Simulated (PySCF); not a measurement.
A structure optimised at PBE0-D3(BJ)/def2-SVP, used in a PySCF frequency run:

```
O
C 1 1.3876
H 2 1.1042 1 110.60
H 2 1.1042 3 107.38 1 -120.75
H 2 1.1065 3 107.55 4 -115.49
Al 1 1.6901 2 141.64 3 120.59
H 6 1.5743 1 118.51 2 180.00
Se 6 2.3185 7 122.93 1 180.00
H 8 1.4718 6 90.91 7 0.00
```

Write its SMILES, formula and point group.

C[O][AlH][SeH], CH5AlOSe, Cs

What are its rotational constants (standard atomic weights)?

8.0629, 1.5097, 1.2819 GHz
